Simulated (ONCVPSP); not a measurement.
**An all-electron radial function and its pseudo partner (N (Z = 7))**

Columns: radius, all-electron u(r) and pseudo u(r) of the 2p shell (level -28.85 eV) of nitrogen in the configuration [He] 2s2 2p1.5; LDA (Perdew-Zunger), scalar-relativistic, ONCV scheme, ONCVPSP 4.0.1.

```csv
r (bohr),all-electron,pseudo
0.095,0.0801,0.0279
0.190,0.2381,0.1076
0.285,0.4061,0.2284
0.380,0.5554,0.3748
0.475,0.6757,0.5286
0.570,0.7652,0.6728
0.665,0.8258,0.7929
0.760,0.8609,0.8800
0.855,0.8748,0.9303
0.950,0.8715,0.9454
1.045,0.8548,0.9308
1.140,0.8279,0.8943
1.235,0.7938,0.8442
1.330,0.7546,0.7879
1.425,0.7123,0.7311
1.520,0.6682,0.6769
1.615,0.6235,0.6265
1.710,0.5792,0.5798
1.805,0.5358,0.5358
1.900,0.4938,0.4938
1.995,0.4537,0.4537
2.090,0.4156,0.4156
2.185,0.3797,0.3797
2.280,0.3461,0.3460
2.375,0.3147,0.3147
2.470,0.2856,0.2856
```

How many radial nodes do the two functions have?

The all-electron 2p function has n − l − 1 = 0; the pseudo-wave has 0.

At about which radius was the pseudo-wave matched?

1.90 bohr, where the columns begin to agree (steps of 0.10 bohr).

Where does each function peak?

Outermost all-electron maximum near 0.85 bohr, pseudo maximum near 0.95 bohr (to the table’s step).

Is the pseudo-wave norm-conserving?

Yes: the ONCV scheme keeps the norm inside the radius equal to the all-electron one, which fixes the energy derivative of the logarithmic derivative at the level.
